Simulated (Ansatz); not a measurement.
triflic acid (CHF₃O₃S), singlet, at a GFN2-xTB geometry; Ansatz (a quantum-chemistry and plane-wave program) with PBE0/6-31G.

Input for Ansatz:
Ansatz 0.2 input:
```yaml
crystal:
  periodic: [false, false, false]
  atoms:
    - {symbol: O, position_ang: [1.41469782, -0.49779905, -1.06169565]}
    - {symbol: S, position_ang: [0.80886675, 0.30104012, 0.16311669]}
    - {symbol: O, position_ang: [1.27034678, -0.28302073, 1.37173556]}
    - {symbol: O, position_ang: [0.90598970, 1.68891681, -0.07270317]}
    - {symbol: C, position_ang: [-0.97345522, -0.20872619, -0.06496558]}
    - {symbol: F, position_ang: [-1.73274043, 0.25154402, 0.91428660]}
    - {symbol: F, position_ang: [-1.43423367, 0.23041401, -1.22337302]}
    - {symbol: F, position_ang: [-1.01685156, -1.53813106, -0.06070275]}
    - {symbol: H, position_ang: [1.82502020, -1.32350365, -0.79066498]}
basis:
  gaussian:
    orbitals: 6-31G
hamiltonian:
  xc: pbe0
```

### Question
What does Ansatz print? Leave out banner, timings and long lists.

### Answer

```
Functional definition: PBE0
756 factors; integrals over basis functions are off by at most 2.4e-4 eV
mean field evaluation 1: about -26131.3068 eV, gradient 8.6e1 eV
mean field evaluation 2: about -26098.6411 eV, gradient 1.5e2 eV
mean field evaluation 4: about -26145.7266 eV, gradient 8.9e0 eV
mean field evaluation 8: about -26146.1197 eV, gradient 1.1e0 eV
mean field evaluation 16: about -26146.1220 eV, gradient 1.8e-4 eV
mean field -26146.12202061 eV, -960.8522617794 hartree, gradient 1.1e-5 eV, S^2 0.000000; 0 other end points of the search recorded, 0 dependent functions left out
reference -26146.12203433 eV, -960.8522622835 hartree; 37, 37 occupied and 41, 41 virtual orbitals, 756 factors
Total energy: -26146.12203433 eV, -960.8522622835 hartree
```
